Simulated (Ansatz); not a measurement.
Reaction R1 → P1 + P2, each structure at its B3LYP-D3(BJ)/def2-TZVP stationary point, reached from a drawn start (curvature not checked).
R1: C2H4 (SMILES C=C), charge 0, multiplicity 1.
P1: C atom, charge 0, multiplicity 3.
P2: CH4 (SMILES C), charge 0, multiplicity 1.

P less R. No zero-point or thermal terms; singlets are restricted closed shells; open shells are unrestricted; no spin–orbit coupling.

Correlated levels freeze the cores. CBS: X⁻³ extrapolation of the correlation energy, Hartree–Fock from the larger set.

Run with Ansatz (Gaussian orbitals). Each number belongs to the level named beside it.

| level | reaction energy (kJ/mol) |
|---|---|
| HF/cc-pVDZ | 406.7 |
| PBE/def2-TZVPP | 633.6 |
| BLYP/def2-TZVPP | 601.5 |
| B97M-V/def2-TZVPP | 597.7 |
| MP2/cc-pVTZ | 601.5 |
| MP2/CBS(cc-pVTZ, cc-pVQZ) | 620.5 |
| SCS-MP2/cc-pVDZ | 552.9 |
| CCSD/cc-pVQZ | 570.5 |
| CCSD(T)/CBS(cc-pVTZ, cc-pVQZ) | [?] |

Question: What belongs in the gaps?

Answer: 
- CCSD(T)/CBS(cc-pVTZ, cc-pVQZ), reaction energy (kJ/mol): 595.7

Ansatz is an electronic-structure program.
